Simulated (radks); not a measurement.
All-electron atom: Ce I in [Xe] 4f1 5d2 6d1 (not the ground configuration).

Calculated with a radial shooting solver on a logarithmic mesh with Libxc functionals: scalar-relativistic Kohn-Sham, LDA (Slater exchange, Perdew-Wang correlation), spin-polarised, spherical densities, finite nucleus; open shells are filled with parallel spins first (spin-orbit coupling, left out, can overturn this in heavy ions); Fermi nuclear charge, rms radius 4.8771 fm.

Energy parts (Ry):
total: -17706.6306
kinetic: 18760.8657
electron-nucleus: -42897.0214
Hartree: 6834.7727
exchange-correlation: -405.2475

Orbitals (lengths in bohr, moments of r in powers of bohr; <r^-3> diverges for s and p1/2):
orbital  occ.  eigenvalue (Ry)      <r^4>   <r^-3>      <r^2>
1s down     1        -2956.580  1.780e-06        -  0.0008221
1s up       1        -2956.580  1.780e-06        -  0.0008221
2s up       1        -473.5516  0.0002938        -    0.01308
2s down     1        -473.5473  0.0002938        -    0.01308
2p up       3        -424.3722  0.0002148     7964    0.01042
2p down     3        -424.3689  0.0002148     7965    0.01042
3s up       1        -102.0129    0.01197        -    0.08897
3s down     1        -101.9914    0.01197        -    0.08894
3p up       3        -86.36582    0.01250     1593    0.08893
3p down     3        -86.34436    0.01249     1593    0.08890
3d up       5        -64.06497    0.01037    218.5    0.07592
3d down     5        -64.04663    0.01036    218.6    0.07588
4s up       1        -20.70576     0.3065        -     0.4589
4s down     1        -20.64751     0.3064        -     0.4588
4p up       3        -15.59267     0.4024    345.5     0.5185
4p down     3        -15.53421     0.4021    345.5     0.5184
4d up       5         -8.22868     0.6746    38.87     0.6435
4d down     5         -8.16938     0.6734    38.88     0.6431
5s up       1         -3.11507      10.00        -      2.601
5s down     1         -3.04199      9.907        -      2.589
5p up       3         -1.84492      19.61    50.02      3.561
5p down     3         -1.76638      19.41    50.46      3.541
4f up       1         -0.52991      8.326    4.221      1.658
4f down     0         -0.46385      8.127    4.254      1.634
5d up       2         -0.38085      178.5    2.450      9.709
5d down     0         -0.29885      216.2    2.387      10.38
6d up       1         -0.05724      29420   0.1186      141.9
6d down     0         -0.03721      47710  0.09255      179.0

The highest occupied level is 6d up at -0.779 eV. The configuration is held as typed, so some empty levels lie below it. The spin density at the nucleus is -2.478 e/bohr^3 (1s -0.016, 2s -0.218, 3s -1.227, 4s -0.065, 5s -0.952). The electron density at the nucleus is 3.961e+05 e/bohr^3 (large components only). The density falls to 0.001 e/bohr^3 at r = 4.39 bohr. Summed over all electrons, <r^2> = 201.5 bohr^2, which gives a Langevin (diamagnetic) susceptibility term of -160 x 10^-6 cm^3/mol. Spin moment in Bohr magnetons: 4.
